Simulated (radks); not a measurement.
The phosphorus anion P3-, [Ar], held by a Watson sphere: a shell of charge +3 at radius R that stands for the Madelung well of a crystal (potential energy -3/R inside, -3/r outside, in hartree with lengths in bohr). All-electron calculation, scalar-relativistic Kohn-Sham, LDA (Slater exchange, Perdew-Wang correlation), spin-unpolarised, spherical densities, point nucleus. Program: a radial shooting solver on a logarithmic mesh with Libxc functionals. Response by self-consistent Sternheimer equations with the Hartree and adiabatic LDA kernel, the relativistic mass of each level held fixed and spin-orbit coupling left out. The sphere does not respond.

R (bohr)  e(2p) (eV)  e(3s) (eV)  e(3p) (eV)  <r> 3p (bohr)  sum of <r^2> (bohr^2)  X-ray form factor at sin(theta)/lambda = 0.1 1/angstrom  alpha (bohr^3)
2.47         -120.76     -15.055      -7.224          2.434                  53.52                                                   14.853           39.79
2.84         -120.76     -13.939      -6.451          2.584                  59.65                                                   14.604           52.12
2.88         -120.76     -13.829      -6.371          2.600                  60.32                                                   14.578           53.68
3            -120.76     -13.514      -6.133          2.647                  62.36                                                   14.503           58.64
4.2          -120.51     -11.285      -4.196          3.106                  84.04                                                   13.879           140.5
4.54         -120.40     -10.895      -3.794          3.231                  90.78                                                   13.744           178.2
